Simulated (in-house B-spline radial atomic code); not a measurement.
Values are calculated unless marked as measured or tabulated.
# Making a Troullier-Martins p channel for As, r_c = 2.52 bohr

As, [Ar] 3d10 4s2 4p3, non-relativistic PBE, spherical and spin-unpolarised, from an all-electron radial atomic-structure program (B-spline basis) (atomic units). The all-electron 4p level is ε = -0.192249 hartree, its outermost node lies just inside 0.79 bohr and its outer maximum at 2.00 bohr.

Inside r_c the pseudo-orbital is u(r) = r^2 exp(p(r)), with p = c0 + c2 r² + c4 r⁴ + … + c12 r¹². The seven coefficients follow from p and its first four derivatives at r_c, from zero curvature of the screened potential at the origin, c4 = −c2²/(2l + 5), and from the norm inside r_c. At r_c the all-electron orbital has P = 0.6169115, P' = -0.1683868, the screened potential V = -0.4842485, V' = 0.4521083, V'' = -0.5631539, and the norm inside is Q = 0.5594461.

Problem. What are p, p' and p'' at r_c?

Solution. p = ln(P/r_c^2) = ln(0.6169115/6.3504) = -2.33155. p' = P'/P − 2/r_c = -0.27295 − 0.79365 = -1.06660. The radial equation gives p'' = 2(V − ε) − 2(2) p'/r_c − p'² = -0.58400 − (-1.69302) − 1.13764 = -0.02862. Differentiating, p''' = 2V' + 2(2)p'/r_c² − 2(2)p''/r_c − 2p'p'' = 0.21676, and p'''' = 2V'' − 4(2)p'/r_c³ + 4(2)p''/r_c² − 2(2)p'''/r_c − 2p''² − 2p'p''' = -0.51247.

For a trial c2 the five matching conditions are linear in c0, c6, c8, c10 and c12, and c2 is varied until the norm inside r_c equals Q. The root nearest zero gives:

| n | c_n |
| --- | --- |
| 0 | -0.8848505 |
| 2 | -0.1869897 |
| 4 | -0.004995024 |
| 6 | -0.005767361 |
| 8 | 0.00175035 |
| 10 | -0.0001796572 |
| 12 | 6.526386e-06 |

Problem. Check c4 and p(r_c), and find the screened pseudopotential at the origin.

Solution. −c2²/7 = -0.00499502, as listed. The terms c_n r_c^n are -0.88485, -1.18746, -0.20144, -1.47700, 2.84662, -1.85545, 0.42803, which sum to -2.33155. Inverting the radial equation, V_l(r) = ε + 2 p'/r + (p'' + p'²)/2, so V_l(0) = ε + (2l + 3) c2 = -0.192249 + 5 × (-0.18699) = -1.1272 hartree, finite where the all-electron potential diverges.

Orbitals and screened potentials:

```json
{"r (bohr)": "0.252", "P": "-0.072", "u": "0.0259", "V all-electron": "-59.58", "V pseudo": "-1.128"}
{"r (bohr)": "0.63", "P": "-0.1737", "u": "0.1519", "V all-electron": "-10.52", "V pseudo": "-1.145"}
{"r (bohr)": "1.008", "P": "0.2517", "u": "0.3435", "V all-electron": "-3.722", "V pseudo": "-1.202"}
{"r (bohr)": "1.386", "P": "0.5358", "u": "0.532", "V all-electron": "-1.813", "V pseudo": "-1.228"}
{"r (bohr)": "1.764", "P": "0.6536", "u": "0.6466", "V all-electron": "-1.083", "V pseudo": "-1.075"}
{"r (bohr)": "2.142", "P": "0.664", "u": "0.6635", "V all-electron": "-0.7051", "V pseudo": "-0.7428"}
{"r (bohr)": "2.52", "P": "0.6169", "u": "0.6169", "V all-electron": "-0.4842", "V pseudo": "-0.4842"}
```

Logarithmic derivatives P'/P at R = 2.82 bohr, for energies E around ε:

```json
{"E − ε (hartree)": "-0.5", "all-electron": "0.768451", "pseudo": "0.765699"}
{"E − ε (hartree)": "-0.25", "all-electron": "0.362226", "pseudo": "0.360605"}
{"E − ε (hartree)": "-0.1", "all-electron": "-0.00454492", "pseudo": "-0.00503885"}
{"E − ε (hartree)": "0", "all-electron": "-0.35813", "pseudo": "-0.358128"}
{"E − ε (hartree)": "0.1", "all-electron": "-0.890475", "pseudo": "-0.892057"}
{"E − ε (hartree)": "0.25", "all-electron": "-2.67918", "pseudo": "-2.71941"}
{"E − ε (hartree)": "0.5", "all-electron": "9.73721", "pseudo": "8.62796"}
```

Problem. With P(R) = 0.5607302 and a norm of 0.6638228 inside R, what slope in energy does norm conservation fix?

Solution. d(P'/P)/dE = −2 × (norm inside R)/P(R)² = -4.2225 per hartree·bohr at E = ε, for both atoms, since orbital and norm agree at R. Differences over ±0.1 hartree give -4.4297 (all-electron) and -4.4351 (pseudo), which also hold third-order terms. Half a hartree below ε the two curves differ by -0.0028.
